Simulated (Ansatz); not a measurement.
C2H5BO2, SMILES `OC1(O)BC1` at its PBE0-D4/def2-TZVP geometry, where that method's forces vanish. The species carries charge 0 and has multiplicity 1.

| atom | x (Å) | y (Å) | z (Å) |
| --- | --- | --- | --- |
| O1 | -0.573 | -0.894 | -1.285 |
| C2 | 0.070 | -0.054 | -0.396 |
| O3 | 0.603 | 1.108 | -0.962 |
| B4 | 0.791 | -0.553 | 0.868 |
| C5 | -0.541 | 0.206 | 0.968 |
| H6 | -1.378 | -0.450 | -1.581 |
| H7 | 1.312 | 0.840 | -1.557 |
| H8 | 1.738 | -1.015 | 1.408 |
| H9 | -1.416 | -0.407 | 1.179 |
| H10 | -0.606 | 1.219 | 1.358 |

Problem. For each bond, give half the difference of the two atoms' forces along it (eV/Å; positive pushes the atoms apart) under PBE-D4, r2SCAN-D4, B3LYP-D4, ωB97M-V in def2-TZVPP. (Estimate.)

Solution. The calculation gave: 
| bond | length (Å) | PBE-D4 | r2SCAN-D4 | B3LYP-D4 | ωB97M-V |
| --- | --- | --- | --- | --- | --- |
| O1–C2 | 1.381 | 0.23 | 0.20 | 0.25 | 0.24 |
| O1–H6 | 0.966 | 0.42 | 0.02 | -0.03 | -0.13 |
| C2–O3 | 1.398 | 0.38 | 0.31 | 0.26 | 0.18 |
| C2–B4 | 1.538 | -0.07 | -0.15 | -0.09 | -0.04 |
| C2–C5 | 1.518 | 0.02 | -0.01 | 0.02 | 0.01 |
| O3–H7 | 0.963 | 0.40 | 0.02 | -0.06 | -0.11 |
| B4–C5 | 1.536 | 0.09 | 0.09 | 0.16 | 0.19 |
| B4–H8 | 1.184 | 0.01 | -0.04 | -0.16 | -0.20 |
| C5–H9 | 1.089 | 0.11 | -0.03 | -0.10 | -0.10 |
| C5–H10 | 1.087 | 0.06 | -0.05 | -0.09 | -0.10 |

B3LYP here is the variant with VWN-RPA as its local correlation; programs differ in this.

Computed with Ansatz.
